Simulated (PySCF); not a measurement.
Compound: C₈H₁₁ (doublet state).
Structure used (GFN2-xTB), in Å, numbered top down from 1:
```xyz
19
C8H11 angstrom
C     -0.7299   -0.3745   -2.6266
C     -1.2160    0.8975   -1.9977
C      0.2490    1.2491   -1.7288
C      0.6733   -0.0633   -2.3957
C      0.9171    0.1987   -0.9066
C      0.2263   -0.5908    0.1542
C      0.2547   -0.0935    1.5719
C      1.0412   -1.3090    1.1881
H     -1.1963   -1.0185   -3.3424
H     -1.8591    0.8248   -1.1181
H     -1.6905    1.5747   -2.7133
H      0.6693    2.2316   -1.8697
H      1.5029   -0.3051   -3.0433
H      1.9529    0.4232   -0.6711
H     -0.6775   -1.0825   -0.1815
H      0.7972    0.8173    1.7757
H     -0.6279   -0.2180    2.1805
H      0.7021   -2.2742    1.5320
H      2.1164   -1.2223    1.1403
```

The hyperfine couplings belong to this conformer and change with its torsions.

Identity: `[CH]1[C@@H]2[C@@H]([C@@H]2C1)C1CC1` [radical].

Computed, not measured: UKS B3LYP, pcH-1 on C H, non-relativistic, mean-field spin-orbit, GIAO (PySCF 2.14.0). One conformer (not necessarily the lowest) at the GFN2-xTB geometry, without solvent, vibrations or thermal averaging. A GFN2-xTB geometry isn't a minimum of the functional, and hyperfine couplings can be far from their values at a DFT geometry. The SCF solution wasn't tested for stability.

Largest spin populations (Mulliken): C1 (+0.96), C4 (-0.09), C5 (+0.08) and C3 (+0.07). No atom but C1 exceeds +0.15. The angles at C1 add up to 355.1°, so it is nearly planar; its axial dipolar tensor and the negative coupling of its proton fit spin in a p orbital normal to that plane.

Problem. List the C–H protons on four-coordinate carbons next to a three-coordinate spin centre, with their couplings and θ (C–H bond against the normal to the plane of the centre's neighbours, projected along the bond that joins the two).

Solution. 
```json
{"β H": "H10", "on": "C2", "centre": "C1", "θ (°)": "22", "cos²θ": "0.86", "a (G)": "+17.82"}
{"β H": "H11", "on": "C2", "centre": "C1", "θ (°)": "30", "cos²θ": "0.75", "a (G)": "+28.38"}
{"β H": "H13", "on": "C4", "centre": "C1", "θ (°)": "61", "cos²θ": "0.23", "a (G)": "+7.93"}
```

Fitting the Heller–McConnell form a = ρ(B0 + B2 cos²θ), with Mulliken ρ = 0.96, gives B0 = 3.9 G and B2 = 24.3 G, with a largest miss of 7.2 G.

Couplings in gauss use g_iso = 2.0027.

Time: 3.1 min wall (with the writing of density and orbital grids); peak memory 0.97 GiB. Hardware: one thread of an Intel Xeon at 2.50 GHz, shared host with 64 logical CPUs at a one-minute load of 62.
